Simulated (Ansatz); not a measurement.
Mo3S7⁻. The state is a doublet with charge -1. Geometry r2SCAN-D4/def2-SVP, basis def2-SVP, Ansatz.

Cartesian coordinates in Å:
```
Mo -0.597 -0.893 0.535
Mo -0.165 0.343 -1.702
Mo -0.066 1.595 0.527
S 0.079 -2.517 2.236
S 1.749 -0.171 -2.513
S 1.292 -2.194 0.547
S 1.968 1.864 1.139
S -0.837 2.571 -1.466
S -1.554 0.644 2.045
S -1.867 -1.242 -1.349
```

```csv
run,HOMO (eV),LUMO (eV)
A,-2.65,-1.08
B,-1.99,-1.61
C,-1.83,-1.65
D,-1.73,-1.48
```

In the def2 sets Mo takes a core potential; there is no spin–orbit coupling. Another isomer (doublet) lies 0.90 eV lower at PBE0-D4/def2-SVP; other spin states weren't run for this one.

HOMO and LUMO are taken over both spins.

The runs used LDA (SPW92), PBE, PBE0, r2SCAN. Estimate which is which.

A PBE0 (25 % exact exchange); B r2SCAN (0 % exact exchange); C LDA (SPW92) (0 % exact exchange); D PBE (0 % exact exchange). Exact exchange lowers occupied and raises empty levels; among semilocal functionals meta-GGAs tend to open the gap a little, and such runs are hard to tell apart. The gap grows from 0.18 eV (LDA (SPW92)) to 1.57 eV (PBE0).
